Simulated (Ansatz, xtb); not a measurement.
**Two structures of C2H5NaSi**

Structure I is `C=[Si](C)[Na]`, a singlet and structure II is a singlet given by its coordinates. Both are isolated molecules in the gas phase, relaxed with PBE0-D3(BJ)/pcseg-1.

I (Å):

```xyz
9

C     0.4026    0.3614    1.9072
C    -1.8973   -1.4136    1.0968
Na   -1.3683    2.1773   -1.0306
Si   -0.9298    0.2048    0.8048
H     1.0726    1.2250    1.8912
H     0.6510   -0.3810    2.6733
H    -1.4534   -1.9888    1.9207
H    -2.9472   -1.2073    1.3456
H    -1.8963   -2.0427    0.1962
```

II (Å):

```json
{"atom": "C", "x (Å)": "-1.7487", "y (Å)": "-0.6787", "z (Å)": "-0.0563"}
{"atom": "C", "x (Å)": "-0.3306", "y (Å)": "-0.4355", "z (Å)": "2.5044"}
{"atom": "Na", "x (Å)": "0.7859", "y (Å)": "1.8148", "z (Å)": "2.1103"}
{"atom": "Si", "x (Å)": "-0.0263", "y (Å)": "-0.4231", "z (Å)": "0.7491"}
{"atom": "H", "x (Å)": "-2.0185", "y (Å)": "0.1733", "z (Å)": "-0.6966"}
{"atom": "H", "x (Å)": "-2.5445", "y (Å)": "-0.8306", "z (Å)": "0.6863"}
{"atom": "H", "x (Å)": "-1.7229", "y (Å)": "-1.5583", "z (Å)": "-0.7163"}
{"atom": "H", "x (Å)": "-1.2861", "y (Å)": "-0.6947", "z (Å)": "2.9815"}
{"atom": "H", "x (Å)": "0.5078", "y (Å)": "-0.4963", "z (Å)": "3.2177"}
```

Close contacts (Å): C1–Si4 1.92, C2–Na3 2.54, C2–Si4 1.78, Na3–Si4 2.74, C1–H5 1.10, C1–H6 1.10, C1–H7 1.10, C2–H8 1.10, C2–H9 1.10.

Energies in hartree; the thermal terms are from PBE0-D3(BJ)/pcseg-1 harmonic frequencies (ideal gas, rigid rotor, one conformer each, 298.15 K, 1 atm) and include the zero-point energy:

```
                               I           II
E, CCSD(T)/def2-TZVP  −530.111572  −530.113071
   zero-point energy     0.061741     0.061357
        H(298 K) − E     0.069547     0.069112
        G(298 K) − E     0.030456     0.030208
```

Q: Work out ΔE, ΔE₀, ΔH and ΔG for I → II in kJ/mol (1 Eh = 2625.50 kJ/mol) and the equilibrium ratio [II]/[I].

A: 1. ΔE = −530.113071 − (−530.111572) = −0.001499 Eh = −3.94 kJ/mol.
2. ΔE₀ = ΔE + ΔZPE = −0.001499 + (−0.000384) Eh = −4.94 kJ/mol.
3. ΔH = ΔE + (−0.000435) Eh = −5.08 kJ/mol.
4. ΔG = ΔE + (−0.000248) Eh = −4.59 kJ/mol, so ΔS = (ΔH − ΔG)/T = −1.6 J/(mol K).
5. kT = 0.9442 mEh, so K = [II]/[I] = exp(−ΔG/kT) = exp(+1.85) ≈ 6.4.

Structure II is favoured at this temperature. An error of 4 kJ/mol in ΔG would change K by a factor of 5. Mirror images and further conformers aren't counted.

Other levels gave ΔE = +0.1 (GFN2-xTB); −47.2 (HF/STO-3G, GFN2-xTB geometries); +1.8 (r2SCAN-D4/def2-SVP, GFN2-xTB geometries); +1.8 (PBE0-D3(BJ)/pcseg-1); +1.1 (HF/def2-TZVP); −4.6 (MP2/def2-TZVP) kJ/mol. The correlated steps freeze 8 core orbitals; the last core shell of Na is correlated, in a basis made for valence electrons. Programs: Ansatz 0.2.0, xtb 6.7.1.
